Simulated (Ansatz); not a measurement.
A structure relaxed at PBE0-D4/def2-TZVP, charge 0, multiplicity 1:

Cartesian coordinates in Å:
```
B 0.816 -1.562 -1.760
N 1.306 -0.669 -0.789
C 0.577 0.115 0.107
N -0.678 0.126 0.159
Ge -1.531 1.205 1.388
H -0.355 -1.717 -1.888
H 1.628 -2.134 -2.425
H 2.303 -0.552 -0.694
H 1.238 0.714 0.755
H -2.384 0.308 2.297
H -0.489 1.981 2.229
H -2.430 2.184 0.620
```

Task: Give its formula and SMILES.

Result: CH7BGeN2, `BN/C=[N]/[GeH3]`.

Task: Point group (tolerance 0.08 Å, 0.16 Å for H)?

Result: Cs.

Task: Summarise the bond lengths by kind.

Result: 1 × B–N 1.407 Å; 2 × B–H 1.188 to 1.195 Å; 2 × C–N 1.257 to 1.396 Å; 1 × H–N 1.009 Å; 1 × C–H 1.102 Å; 1 × Ge–N 1.844 Å; 3 × Ge–H 1.535 to 1.548 Å.

Computed with Ansatz.
